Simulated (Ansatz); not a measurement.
`N[CH]([SiH3])[SnH3]` + CH₃NH₂ → `C[NH][SnH3]` + `NC[SiH3]` at 500 K and 1 bar (ligand exchange at the Sn–C bond).

Computed with Ansatz on PBE0-D4/def2-TZVP structures; ΔE is electronic, products minus reactants. CCSD(T)/CBS is the MP2 limit (def2-TZVPP, def2-QZVPP) plus CCSD(T) − MP2 in def2-TZVPP, frozen cores. Elements past krypton have def2 core potentials. For Sn outer-core shells are correlated without core-valence functions, which leaves a few kJ/mol of doubt a bond. One conformer a species, not always the lowest.

```
              species  CCSD(T)/CBS energy (Eh)  H − E (kJ/mol)  S (J/(mol·K))
`N[CH]([SiH3])[SnH3]`               -601.23040           289.5          457.8
               CH₃NH₂                -95.75281           191.8          270.3
        `C[NH][SnH3]`               -310.95876           234.1          381.1
           `NC[SiH3]`               -386.02732           245.0          347.4
```

H − E and S are ideal-gas, rigid-rotor, harmonic terms from PBE0-D4/def2-TZVP, for one conformer and one mirror image of each species. 1 Eh = 2625.50 kJ/mol, R = 8.31446 J/(mol·K).

Problem. By hand: ΔE, ΔH, ΔS and ΔG.

Solution. ΔE = (-310.95876) + (-386.02732) − (-601.23040) − (-95.75281) = -0.00287 Eh = -7.5 kJ/mol. Δ(H − E) = 234.1 + 245.0 − 289.5 − 191.8 = -2.2, so ΔH = -9.7 kJ/mol. ΔS = 381.1 + 347.4 − 457.8 − 270.3 = 0.4 J/(mol·K). ΔG = -9.7 − 500 × (0.4)/1000 = -9.9 kJ/mol.

Problem. By hand: the equilibrium constant, and the temperature at which ΔG would vanish if ΔH and ΔS stayed fixed.

Solution. log₁₀ K = −ΔG/(RT ln 10) = 1.0. ΔH and −TΔS have one sign here, so there is no such temperature. One of them is within its doubt of zero, so this could turn.

The number of gas molecules stays the same, so ΔS is small and ΔH decides. A doubt of 5 kJ/mol in ΔE shifts log₁₀ K by 0.5 here. Other conformers and mirror images would add mixing entropy, several J/(mol·K) or more a flexible species. These are equilibria of isolated gas molecules and say nothing of rates. Largest T1 diagnostic: 0.012 (customary marks: 0.02 for closed shells, 0.045 for open ones).
